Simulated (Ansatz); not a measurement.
C2H4AlFO, SMILES `[OH][Al]1[CH2][CH]1F`, relaxed with RKS PBE-D4/def2-SVP in Ansatz from a rough embedded geometry. The force threshold is 0.03 eV/Å; the program also tests the step.

Charge 0, multiplicity 1.

Start:

```xyz
9

O    -2.697   -0.237   -0.403
Al   -0.943   -0.033   -0.191
C     0.963   -0.446   -0.447
C     0.773    0.778    0.372
F     1.045    0.473    1.762
H    -3.027   -0.834    0.356
H     1.383   -1.328    0.017
H     1.390   -0.160   -1.512
H     1.113    1.786    0.048
```

(1) How much energy does the relaxation release, and in how many steps? (Best estimate.)

(2) Which bonds change most? (An estimate is asked.)

(3) Give the relaxed structure. (Best estimate.)

## Answers

(1) The calculation gave: 19.27 kcal/mol, in 18 steps, 2 of them rejected.

(2) The calculation gave: C3–C4 from 1.485 to 1.570 Å; C3–H8 from 1.183 to 1.108 Å; O1–Al2 from 1.779 to 1.712 Å; C4–F5 from 1.448 to 1.382 Å.

(3) The calculation gave: 
```xyz
9

O    -2.634   -0.327    0.147
Al   -0.960    0.023    0.065
C     0.834   -0.394   -0.510
C     0.756    0.797    0.509
F     1.608    0.750    1.597
H    -3.071   -0.925   -0.481
H     1.004   -1.343    0.056
H     1.549   -0.343   -1.354
H     0.914    1.762   -0.028
```
